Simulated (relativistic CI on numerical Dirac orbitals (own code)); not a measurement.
Calculated at this level of theory: Dirac-Coulomb-Breit CI, separate exchange-only KLI orbitals for each configuration, model QED (radiative potential, 1s self-energy scaled to tabulated hydrogen-like ionisation energies), unscaled Slater integrals (own radial code, finite nucleus).

CI space: 1s2, 1s.2s, 1s.2p, 1s.3s, 1s.3p, 1s.3d, 1s.4s, 1s.4p, 1s.4d, 1s.4f, 1s.5s, 1s.5p, 1s.5d, 1s.5f, 1s.5g, 1s.6s, 1s.6p, 1s.6d. Levels of other configurations are missing.

At this charge energies of transitions that change n are usually good to better than 1 %, and those within a shell (Δn = 0) to a few per cent.

Outline of the computed level scheme of Mg XI. Lowest level of each configuration: 1s2 1S_0 at 0.00 eV; 1s.2s 3S_1 at 1329.91 eV; 1s.2p 3P°_0 at 1341.84 eV; 1s.3s 3S_1 at 1572.23 eV; 1s.3p 3P°_0 at 1575.51 eV; 1s.3d 3D_1 at 1577.42 eV; 1s.4s 3S_1 at 1655.39 eV; 1s.4p 3P°_0 at 1656.73 eV; 1s.4d 3D_1 at 1657.52 eV.

Some strong electric-dipole decays among the lowest 27 levels: 1s.2p 1P°_1 → 1s2 1S_0 (2.0e+13 s⁻¹); 1s.3p 1P°_1 → 1s2 1S_0 (5.9e+12 s⁻¹); 1s.4p 1P°_1 → 1s2 1S_0 (2.5e+12 s⁻¹); 1s.3d 3D_3 → 1s.2p 3P°_2 (9.7e+11 s⁻¹); 1s.3d 1D_2 → 1s.2p 1P°_1 (8.8e+11 s⁻¹); 1s.3d 3D_2 → 1s.2p 3P°_1 (6.9e+11 s⁻¹); 1s.3d 3D_1 → 1s.2p 3P°_0 (5.4e+11 s⁻¹); 1s.3d 3D_1 → 1s.2p 3P°_1 (4.1e+11 s⁻¹).

LS names give the leading component of a level, which can be under half, so a name can repeat, a term be missing and a line seem to break the LS rules.
